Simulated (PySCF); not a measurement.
**`CC(C)(C)S(=O)(=O)Cl`: 4 charge schemes on one density**

Compound: C4H9ClO2S.
Z-matrix (Å and degrees, GFN2-xTB geometry), rows numbered from 1:
```
C 
C   1  1.5096
C   2  1.5155  1  113.40
C   2  1.5096  1  114.70  3  -132.44
S   2  1.8405  1  105.80  3   111.23
O   5  1.4285  2  111.14  1   174.19
O   5  1.4286  2  111.08  1   -52.00
Cl  5  2.0433  2  103.05  1    61.10
H   1  1.0888  2  110.50  3    61.56
H   1  1.0880  2  109.60  3   -58.35
H   1  1.0879  2  110.67  3  -178.05
H   3  1.0890  2  110.47  1   -66.53
H   3  1.0878  2  110.09  1   173.23
H   3  1.0878  2  110.11  1    53.71
H   4  1.0888  2  110.47  1    71.01
H   4  1.0878  2  110.70  1   -49.36
H   4  1.0880  2  109.62  1  -169.11
```

Density: PBE0/pcSseg-1 (PySCF); schemes: Mulliken, IAO, Hirshfeld and ESP-fitted. Geometry: GFN2-xTB; no solvent, vibrations or thermal averaging.

Task: What partial charge does each atom carry?

Result: In e:

```json
{"atom": "C1", "environment": "methyl carbon", "Mulliken": "-0.136", "IAO": "-0.433", "Hirshfeld": "-0.126", "ESP-fitted": "-0.564"}
{"atom": "C2", "environment": "sp3 carbon bound to sulfur", "Mulliken": "-0.759", "IAO": "-0.094", "Hirshfeld": "+0.029", "ESP-fitted": "+0.387"}
{"atom": "C3", "environment": "methyl carbon", "Mulliken": "-0.150", "IAO": "-0.433", "Hirshfeld": "-0.117", "ESP-fitted": "-0.517"}
{"atom": "C4", "environment": "methyl carbon", "Mulliken": "-0.136", "IAO": "-0.433", "Hirshfeld": "-0.126", "ESP-fitted": "-0.548"}
{"atom": "S5", "environment": "sulfonyl sulfur", "Mulliken": "+1.028", "IAO": "+1.925", "Hirshfeld": "+0.526", "ESP-fitted": "+0.715"}
{"atom": "O6", "environment": "sulfonyl oxygen", "Mulliken": "-0.476", "IAO": "-0.836", "Hirshfeld": "-0.277", "ESP-fitted": "-0.406"}
{"atom": "O7", "environment": "sulfonyl oxygen", "Mulliken": "-0.476", "IAO": "-0.836", "Hirshfeld": "-0.277", "ESP-fitted": "-0.405"}
{"atom": "Cl8", "environment": "chlorine bonded to S", "Mulliken": "-0.146", "IAO": "-0.284", "Hirshfeld": "-0.050", "ESP-fitted": "-0.115"}
{"atom": "H9", "environment": "methyl hydrogen", "Mulliken": "+0.134", "IAO": "+0.155", "Hirshfeld": "+0.054", "ESP-fitted": "+0.185"}
{"atom": "H10", "environment": "methyl hydrogen", "Mulliken": "+0.146", "IAO": "+0.164", "Hirshfeld": "+0.043", "ESP-fitted": "+0.151"}
{"atom": "H11", "environment": "methyl hydrogen", "Mulliken": "+0.134", "IAO": "+0.154", "Hirshfeld": "+0.034", "ESP-fitted": "+0.149"}
{"atom": "H12", "environment": "methyl hydrogen", "Mulliken": "+0.141", "IAO": "+0.157", "Hirshfeld": "+0.057", "ESP-fitted": "+0.159"}
{"atom": "H13", "environment": "methyl hydrogen", "Mulliken": "+0.142", "IAO": "+0.161", "Hirshfeld": "+0.048", "ESP-fitted": "+0.167"}
{"atom": "H14", "environment": "methyl hydrogen", "Mulliken": "+0.142", "IAO": "+0.161", "Hirshfeld": "+0.047", "ESP-fitted": "+0.168"}
{"atom": "H15", "environment": "methyl hydrogen", "Mulliken": "+0.134", "IAO": "+0.155", "Hirshfeld": "+0.054", "ESP-fitted": "+0.182"}
{"atom": "H16", "environment": "methyl hydrogen", "Mulliken": "+0.134", "IAO": "+0.154", "Hirshfeld": "+0.034", "ESP-fitted": "+0.143"}
{"atom": "H17", "environment": "methyl hydrogen", "Mulliken": "+0.146", "IAO": "+0.163", "Hirshfeld": "+0.043", "ESP-fitted": "+0.148"}
```

Mean size of the charges over all atoms: IAO 0.394 e, ESP-fitted 0.300 e, Mulliken 0.268 e, Hirshfeld 0.114 e. Each set sums to the total charge, 0, to within 0.001 e. The Mulliken scheme gives each basis function's population to the atom it is centred on and halves the overlap population of two atoms between them. The Hirshfeld scheme divides the density at each point in proportion to the densities of the neutral, spherically averaged free atoms.

Lowest charge. The schemes don't all agree: Mulliken C2 (-0.759); IAO O6 and O7 (-0.836); Hirshfeld O6 and O7 (-0.277); ESP-fitted C1 (-0.564).

Highest charge. All schemes agree: Mulliken S5 (+1.028); IAO S5 (+1.925); Hirshfeld S5 (+0.526); ESP-fitted S5 (+0.715).

Task: How many electrons does the Hirshfeld scheme count on C4?

Result: Z − q = 6 − (-0.126) = 6.126.

Task: Sum the charges by element, for elements with more than one atom.

Result: 
```json
{"element": "C", "atoms": "4", "Mulliken": "-1.181", "IAO": "-1.393", "Hirshfeld": "-0.340", "ESP-fitted": "-1.242"}
{"element": "O", "atoms": "2", "Mulliken": "-0.951", "IAO": "-1.673", "Hirshfeld": "-0.553", "ESP-fitted": "-0.810"}
{"element": "H", "atoms": "9", "Mulliken": "+1.251", "IAO": "+1.425", "Hirshfeld": "+0.416", "ESP-fitted": "+1.452"}
```
